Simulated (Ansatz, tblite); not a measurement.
Removing an electron: Ga12As11H32⁻, a nanocrystal cut from zinc blende GaAs (hydrogen-capped). The state is a singlet with charge -1. Geometry: PBE-D4/def2-SVP. Ansatz, gas phase; energy differences of separate SCF runs; the oxidised species was run as a doublet alone.

```xyz
55

As    1.040    1.409    4.275
As   -4.164   -1.136    1.401
As   -3.109    0.902   -2.329
As    2.077    3.504    1.097
As    0.040    3.211   -2.024
As   -1.229    1.276    1.103
As    0.755   -1.914    2.286
As   -1.234   -2.233   -1.008
As    2.190    0.112   -0.792
As    0.032   -0.090   -4.066
As    2.181   -3.426   -2.453
Ga   -2.858    0.491    2.801
Ga    0.119    2.872    2.419
Ga    1.477   -1.059    4.536
Ga   -2.017    2.590   -0.797
Ga   -3.234   -3.131    0.172
Ga   -1.981   -1.215   -3.077
Ga    1.392    4.964   -0.816
Ga    3.459    1.430    0.912
Ga    1.587    1.421   -2.754
Ga    0.111   -0.603    0.259
Ga    0.024   -4.322   -1.521
Ga    3.713   -1.781   -1.308
H     2.315    2.104    4.750
H     0.193    1.775    5.497
H    -5.365   -1.639    2.208
H    -4.984   -0.294    0.423
H    -3.649    1.639   -3.558
H    -4.469    0.500   -1.761
H     2.816    4.441    2.059
H    -0.448    3.871   -3.318
H    -0.385   -2.906    2.490
H     1.797   -2.910    1.788
H    -0.437    0.655   -5.319
H     0.823   -1.171   -4.802
H     1.919   -2.948   -3.882
H     3.024   -4.638   -2.858
H    -3.824    1.648    3.283
H    -2.027   -0.398    3.826
H    -0.759    3.998    3.106
H     0.436   -1.599    5.597
H     3.039   -1.258    4.642
H    -3.030    3.780   -0.558
H    -4.324   -3.584   -0.889
H    -2.748   -4.084    1.344
H    -2.830   -1.992   -4.159
H     0.404    6.089   -0.292
H     2.646    5.299   -1.728
H     4.912    1.751    0.370
H     3.249    0.650    2.289
H     2.713    1.930   -3.741
H     0.450   -4.996   -0.149
H    -0.721   -5.129   -2.665
H     4.079   -2.516    0.050
H     4.814   -1.337   -2.358
```

The xTB rows come from tblite. Single mean-field runs in def2-SVP are fitted with def2-universal-jkfit. HOMO above LUMO, or a gap near zero within one spin, warns that the state may not be the lowest or that an electron is smeared out.

```
           level  −HOMO (eV)  vertical IE (eV)  −LUMO (eV)  HOMO–LUMO gap (eV)
        GFN1-xTB        8.01              9.29        4.43                3.58
PBE0-D4/def2-SVP        4.20              5.23       -0.96                5.17
```

(1) Estimate the rows for GFN2-xTB, PBE-D4/def2-SVP.

## Answers

(1) 
| level | −HOMO (eV) | vertical IE (eV) | −LUMO (eV) | HOMO–LUMO gap (eV) | remarks |
| --- | --- | --- | --- | --- | --- |
| GFN2-xTB | 8.27 | 9.52 | 4.93 | 3.34 | – |
| PBE-D4/def2-SVP | 3.25 | 4.75 | -0.28 | 3.53 | gap within one spin near zero (doublet) |

Run but left out: BLYP-D4/def2-SVP (neutral doublet: an occupied level 0.00 eV above an empty one).  Raw xTB energy differences between charge states are shifted by several eV; the methods need an empirical correction for them.
